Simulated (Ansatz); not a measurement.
Cost and result for the atomization energy of `C1=[CH][GeH2][S]1` (8 atoms, 8 bonds).

Total charge 0; spin multiplicity 1. Correlated methods include outer-core shells of Ge, which these sets cover unevenly. Scalar relativity is left out up to krypton. All single points use the PBE0-D4/def2-TZVP geometry. Program: Ansatz. All runs use 2 threads of an Intel Xeon Platinum 8259CL on a shared host. Times are those of one run each, without the atoms' runs, and a repeat can differ threefold. Electronic energies, without spin–orbit coupling; frozen cores. CCSD(T)/CBS adds CCSD(T) − MP2 in def2-TZVPP to the MP2 limit, and its time is that of the two runs behind it. T1 = 0.013. With those shells the extrapolation isn't a true limit.

CCSD(T)/CBS is a level of theory with its own doubt, some kJ/mol a heavy atom from the limit and from the frozen cores, so smaller differences don't rank the functionals.

| level | functions | wall time |
| --- | --- | --- |
| LDA (SPW92)/def2-TZVPP | 208 | 3.2 s |
| revPBE-D4/def2-TZVPP | 208 | 5.5 s |
| BLYP-D4/def2-TZVPP | 208 | 5.5 s |
| PBE0-D4/def2-TZVPP | 208 | 11 s |
| BHLYP-D4/def2-TZVPP | 208 | 12 s |
| CCSD(T)/def2-SVP | 98 | 16 s |
| r2SCANh-D4/def2-TZVPP | 208 | 18 s |
| PBE-QIDH/def2-TZVPP | 208 | 20 s |
| ωB97X-V/def2-TZVPP | 208 | 23 s |
| ωB97M-V/def2-TZVPP (with forces) | 208 | 37 s |
| MP2/def2-QZVPP | 393 | 57 s |
| CCSD(T)/def2-TZVPP | 208 | 3 min |
| CCSD(T)/CBS(def2) | – | 4 min |

(1) What atomization energy does each give, and how far from CCSD(T)/CBS? (Estimate.)

Answers

(1) The calculation gave: 
| level | atomization (kJ/mol) | difference from CCSD(T)/CBS | per bond |
| --- | --- | --- | --- |
| LDA (SPW92)/def2-TZVPP | 3307.2 | 451.2 | 56.4 |
| revPBE-D4/def2-TZVPP | 2852.3 | -3.7 | -0.5 |
| BLYP-D4/def2-TZVPP | 2827.8 | -28.2 | -3.5 |
| PBE0-D4/def2-TZVPP | 2873.2 | 17.2 | 2.2 |
| BHLYP-D4/def2-TZVPP | 2748.3 | -107.7 | -13.5 |
| CCSD(T)/def2-SVP | 2674.4 | -181.6 | -22.7 |
| r2SCANh-D4/def2-TZVPP | 2850.3 | -5.7 | -0.7 |
| PBE-QIDH/def2-TZVPP | 2853.8 | -2.2 | -0.3 |
| ωB97X-V/def2-TZVPP | 2864.8 | 8.8 | 1.1 |
| ωB97M-V/def2-TZVPP (with forces) | 2852.4 | -3.6 | -0.4 |
| MP2/def2-QZVPP | 2875.5 | 19.5 | 2.4 |
| CCSD(T)/def2-TZVPP | 2783.9 | -72.1 | -9.0 |
| CCSD(T)/CBS(def2) | 2856.0 | 0.0 | 0.0 |

From r2SCAN to r2SCAN0 (25 % exact exchange), in def2-TZVPP and without D4, the atomization energy moves by −49.3 kJ/mol: exact exchange takes away binding that semilocal exchange gives to molecules. At CCSD(T), def2-SVP lies −181.6 kJ/mol from the extrapolated value and def2-TZVPP −72.1 kJ/mol: correlation converges slowly with the basis, and small sets miss more of it in the bonded molecule than in its fragments. In def2-TZVPP, CCSD(T) changes the Hartree–Fock value by +770.9 kJ/mol (the triples alone add +60.1 kJ/mol) and MP2 by +820.8 kJ/mol; breaking electron pairs costs correlation energy, which Hartree–Fock lacks.
